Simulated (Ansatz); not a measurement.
Ansatz (a quantum-chemistry and plane-wave program) input:

Ansatz 0.2 input:
```yaml
crystal:
  periodic: [false, false, false]
  atoms:
    - {symbol: V, position_ang: [0.25953695, -0.26135727, 0.26764394]}
    - {symbol: O, position_ang: [1.81796165, -0.58387375, -0.11201832]}
    - {symbol: O, position_ang: [-0.32948426, -0.91504337, 1.64699027]}
    - {symbol: Cl, position_ang: [-1.05159818, 1.05897377, -1.08444624]}
basis:
  gaussian:
    orbitals: def2-TZVP
hamiltonian:
  xc: b3lyp
  dispersion: d3bj
total_charge: -1
magnetization: {spin_polarized: true, initial_magnetization: 1}
phonons: {temperatures: {t_min: 298.15, t_max: 298.15, t_step: 100}}
```

Task: What final total energy does it print?

Result: -1554.98180 Eh (B3LYP-D3(BJ)/def2-TZVP). The basis has 144 functions.

The spin state was set by rule; other spins were not relaxed.
